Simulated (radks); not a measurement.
Neutral argon inside a hard spherical wall (all orbitals vanish at R), configuration held at [Ar] and not refilled when levels cross. Method: non-relativistic Kohn-Sham, LDA (Slater exchange, VWN5 correlation), spin-polarised, spherical densities, point nucleus; computed with a radial shooting solver on a logarithmic mesh with Libxc functionals. Eigenvalues in eV for spin up, with the zero of energy where the potential of the charges vanishes at infinity; a dash marks a level that is unbound or too diffuse for the functional's potential to be trusted. A positive occupied level is held by the wall or, in an anion where self-interaction has pushed it up, behind a barrier. The pressure on the wall is -dE/dV.

\begin{tabular}{lrrrrrrrrr}
R (bohr) & E (hartree) & kinetic (hartree) & e(2s) & e(2p) & e(3s) & e(3p) & e(4s, empty) & e(4p, empty) & pressure (GPa) \\ \hline
free & -525.94619 & 524.970 & -293.72 & -229.76 & -24.038 & -10.404 & -0.259 & - & 0 \\
12 & -525.94619 & 524.970 & -293.72 & -229.76 & -24.038 & -10.404 & -0.065 & 1.273 & < 0.0001 \\
7 & -525.94567 & 524.976 & -293.68 & -229.71 & -24.004 & -10.371 & 1.640 & 4.495 & 0.0446 \\
5 & -525.92799 & 525.112 & -292.94 & -228.96 & -23.458 & -9.807 & 6.873 & 11.869 & 3.05 \\
3 & -525.18318 & 528.756 & -281.21 & -217.05 & -15.300 & -0.662 & 46.162 & 56.177 & 397 \\
2 & -519.57044 & 547.760 & -244.54 & -179.30 & 18.065 & 36.136 & 172.65 & 182.57 & 8560 \\
1.5 & -504.31880 & 588.560 & -194.74 & -127.06 & 91.096 & 111.06 & 400.86 & 397.19 & 59200 \\
\end{tabular}
